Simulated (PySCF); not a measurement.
C6H4F2OS.
Geometry (PBE0-D3(BJ)/def2-SVP, Å), atoms numbered from 1 in this order:
```
atom  x, y, z in Å
C1     2.3927   -0.2101   -1.5009
C2     1.5478   -0.4652   -0.6719
C3     0.5422   -0.7323    0.3328
C4    -0.8795   -0.8350   -0.2269
C5    -1.3656    0.5707   -0.2906
F6    -2.4020    0.8604   -1.0526
C7    -0.7158    1.4542    0.4735
F8    -1.0045    2.7319    0.6173
S9     0.5214    0.7069    1.5605
O10   -0.1928    0.2250    2.7814
H11    3.1437    0.0077   -2.2382
H12    0.8175   -1.5874    0.9692
H13   -0.8874   -1.3073   -1.2205
H14   -1.5238   -1.4300    0.4408
```

The closed-shell ground state was solved at several levels (PySCF, density fitting, gas phase, non-relativistic).

| level | basis functions | HOMO (eV) | LUMO (eV) | gap (eV) | dipole (D) |
| --- | --- | --- | --- | --- | --- |
| B3LYP/pcSseg-1 | 197 | -7.12 | -1.09 | 6.03 | 3.83 |
| CAM-B3LYP/def2-SVPD | 248 | -8.89 | 0.04 | 8.93 | 4.20 |

Q: What might PBE0/pcSseg-1 (197 basis functions) give for the same quantities?

A: HOMO -7.39 eV, LUMO -0.88 eV, gap 6.51 eV, dipole 3.88 D.

Q: Over all these levels, which gives the widest orbital gap and which the narrowest?

A: CAM-B3LYP/def2-SVPD (range-separated hybrid) has the widest, 8.93 eV, and B3LYP/pcSseg-1 (global hybrid, 20 % exact exchange) the narrowest, 6.03 eV. Functional and basis both differ between the two, so the spread mixes both effects.

Q: How far do the dipole and the HOMO energy spread over the levels?

A: The dipole runs from 3.83 to 4.20 D (mean 3.97 D) and the HOMO from -8.89 to -7.12 eV.

One conformer stands for the species.
